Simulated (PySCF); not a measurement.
chlorobenzene (C6H5Cl), SMILES Clc1ccccc1.

Geometry: PBE0-D3(BJ)/def2-SVP.

Computed with CAM-B3LYP/def2-TZVP run with PySCF.

The molecule is in vacuum.

```
Item                                                                                                            Result
---------------------------------------------------------------------------------------------  -----------------------
total energy                                                                                        -691.82272 hartree
point group                                                                                                        C2v
highest occupied level                                                                                        -8.33 eV
lowest empty level                                                                                             0.50 eV
orbital gap                                                                                                    8.83 eV
dipole moment                                                                                                   1.70 D
quadrupole, principal values (traceless, Buckingham form, about the centre of nuclear charge)    -7.14, 0.92, 6.21 D·Å
mean static polarisability                                                                       77.9 bohr³ (11.55 Å³)
polarisability, principal values                                                               44.7, 83.3, 105.8 bohr³
```
